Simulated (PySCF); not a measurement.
Ga(F)2(GeH3), SMILES [Ga]([GeH3])([F])[F] (H3F2GaGe), CAM-B3LYP/def2-SVP optimised geometry.

```
7

Ga    -1.31    -1.47    -1.98
F     -0.36    -1.85    -3.39
F     -2.96    -2.00    -2.19
Ge    -0.50    -0.35     0.00
H     -1.03    -1.09     1.24
H      1.03    -0.35     0.00
H     -1.02     1.09     0.00
```

Density from CAM-B3LYP/def2-TZVP (PySCF) at that geometry.

Minimum of the electron density along straight lines between bonded atoms, close to the bond critical point (lines longer than 1.1 times the sum of covalent radii, or with two minima, are not listed):

```json
[
 {"bond": "Ga1–F2", "length / Å": "1.745", "ρ at the minimum / e bohr⁻³": "0.135", "∇²ρ there / e bohr⁻⁵": "0.88", "position (fraction from the first atom)": "0.49"},
 {"bond": "Ga1–F3", "length / Å": "1.745", "ρ at the minimum / e bohr⁻³": "0.135", "∇²ρ there / e bohr⁻⁵": "0.88", "position (fraction from the first atom)": "0.49"},
 {"bond": "Ga1–Ge4", "length / Å": "2.409", "ρ at the minimum / e bohr⁻³": "(withheld)", "∇²ρ there / e bohr⁻⁵": "(withheld)", "position (fraction from the first atom)": "0.48"},
 {"bond": "Ge4–H5", "length / Å": "1.532", "ρ at the minimum / e bohr⁻³": "0.135", "∇²ρ there / e bohr⁻⁵": "0.05", "position (fraction from the first atom)": "0.59"},
 {"bond": "Ge4–H6", "length / Å": "1.531", "ρ at the minimum / e bohr⁻³": "0.135", "∇²ρ there / e bohr⁻⁵": "0.05", "position (fraction from the first atom)": "0.59"},
 {"bond": "Ge4–H7", "length / Å": "1.533", "ρ at the minimum / e bohr⁻³": "0.134", "∇²ρ there / e bohr⁻⁵": "0.05", "position (fraction from the first atom)": "0.59"}
]
```

### Question
Some entries are withheld; supply them.

### Answer

- Ga1–Ge4, ρ at the minimum / e bohr⁻³: 0.081
- Ga1–Ge4, ∇²ρ there / e bohr⁻⁵: -0.07
